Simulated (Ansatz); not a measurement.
Job for Ansatz (a program for electronic structure): R-r2SCAN/def2-TZVPP on CF2 (SMILES F[C]F).

Ansatz 0.2 input:
```yaml
crystal:
  periodic: [false, false, false]
  atoms:
    - {symbol: F, position_ang: [-1.03221278, -0.20007690, 0.00000000]}
    - {symbol: C, position_ang: [-0.00064480, 0.59688481, 0.00000000]}
    - {symbol: F, position_ang: [1.03264264, -0.19784631, 0.00000000]}
basis:
  gaussian:
    orbitals: def2-TZVPP
hamiltonian:
  xc: {name: r2SCAN}
accuracy: high
relax: {f_tol: 0.0005, max_steps: 60}
scf: {lower_state_search: off}
output: {forces: true}
```

Program output:

```
WARN ansatz: RAYON_NUM_THREADS=6 ignored (pool sized by the plan → 6); use --threads N
Functional definition: r2SCAN
these checks for a lower state are left out or cut short: stability, starts, cluster_reference, orbital_swaps, neighbouring_geometries, increment
integrals: 0.11 GiB planned
1624 factors; integrals over basis functions are off by at most 2.3e-9 eV
mean field: 0.30 GiB planned
mean field evaluation 1: about -6467.3622 eV, gradient 2.6e1 eV
mean field evaluation 2: about -6466.5411 eV, gradient 3.6e1 eV
mean field evaluation 4: about -6468.1777 eV, gradient 5.8e-1 eV
mean field evaluation 8: about -6468.1820 eV, gradient 2.1e-3 eV
mean field evaluation 16: about -6468.1820 eV, gradient 2.4e-7 eV
mean field -6468.18198933 eV, -237.7013038166 hartree, gradient 3.5e-9 eV, S^2 0.000000; 0 other end points of the search recorded, 0 dependent functions left out
the calculation of the forces begins
reference -6468.18198976 eV, -237.7013038326 hartree; 12, 12 occupied and 81, 81 virtual orbitals, 1624 factors
relax step   1: F+E_penalty+E_count = -6468.18198933 eV  Δ(F+E_penalty+E_count) = +0.000e0 eV  max|allowed force component| = 2.436e-1 eV/Å  Δτ_max = 0.0000 Å  (17 SCF iters, accepted)
these checks for a lower state are left out or cut short: stability, starts, cluster_reference, orbital_swaps, neighbouring_geometries, increment
integrals: 0.11 GiB planned
1624 factors; integrals over basis functions are off by at most 2.3e-9 eV
mean field: 0.30 GiB planned
mean field -6468.18251688 eV, -237.7013232038 hartree, gradient 1.2e-8 eV, S^2 0.000000; 0 other end points of the search recorded, 0 dependent functions left out
the calculation of the forces begins
reference -6468.18251732 eV, -237.7013232199 hartree; 12, 12 occupied and 81, 81 virtual orbitals, 1624 factors
relax step   2: F+E_penalty+E_count = -6468.18251688 eV  Δ(F+E_penalty+E_count) = -5.276e-4 eV  max|allowed force component| = 1.043e-1 eV/Å  Δτ_max = 0.0022 Å  (20 SCF iters, accepted)
these checks for a lower state are left out or cut short: stability, starts, cluster_reference, orbital_swaps, neighbouring_geometries, increment
integrals: 0.11 GiB planned
1624 factors; integrals over basis functions are off by at most 2.3e-9 eV
mean field: 0.30 GiB planned
mean field evaluation 32: about -6468.1826 eV, gradient 9.2e-5 eV
mean field -6468.18264754 eV, -237.7013280053 hartree, gradient 9.9e-9 eV, S^2 0.000000; 0 other end points of the search recorded, 0 dependent functions left out
the calculation of the forces begins
reference -6468.18264797 eV, -237.7013280213 hartree; 12, 12 occupied and 81, 81 virtual orbitals, 1624 factors
relax step   3: F+E_penalty+E_count = -6468.18264754 eV  Δ(F+E_penalty+E_count) = -1.307e-4 eV  max|allowed force component| = 2.130e-3 eV/Å  Δτ_max = 0.0013 Å  (20 SCF iters, accepted)
these checks for a lower state are left out or cut short: stability, starts, cluster_reference, orbital_swaps, neighbouring_geometries, increment
integrals: 0.11 GiB planned
1624 factors; integrals over basis functions are off by at most 2.3e-9 eV
mean field: 0.29 GiB planned
mean field -6468.18264766 eV, -237.7013280100 hartree, gradient 1.8e-8 eV, S^2 0.000000; 0 other end points of the search recorded, 0 dependent functions left out
the calculation of the forces begins
reference -6468.18264810 eV, -237.7013280260 hartree; 12, 12 occupied and 81, 81 virtual orbitals, 1624 factors
relax step   4: F+E_penalty+E_count = -6468.18264766 eV  Δ(F+E_penalty+E_count) = -1.287e-7 eV  max|allowed force component| = 5.629e-5 eV/Å  Δτ_max = 0.0001 Å  (15 SCF iters, accepted)
Total energy: -6468.18264810 eV, -237.7013280260 hartree
Atom 0 at    -1.032318    -0.201862     0.000000 Å, force    -0.000056     0.000023     0.000000 eV/Å
Atom 1 at    -0.000649     0.600455    -0.000000 Å, force     0.000000    -0.000046    -0.000000 eV/Å
Atom 2 at     1.032752    -0.199631    -0.000000 Å, force     0.000056     0.000023     0.000000 eV/Å
Dipole moment:     0.000158    -0.146715    -0.000000 e Å
Checks for a lower state left out: stability, starts, cluster_reference, orbital_swaps, neighbouring_geometries, increment
```

Self-consistency was reached.

Cost: around 19 core-seconds (rough).
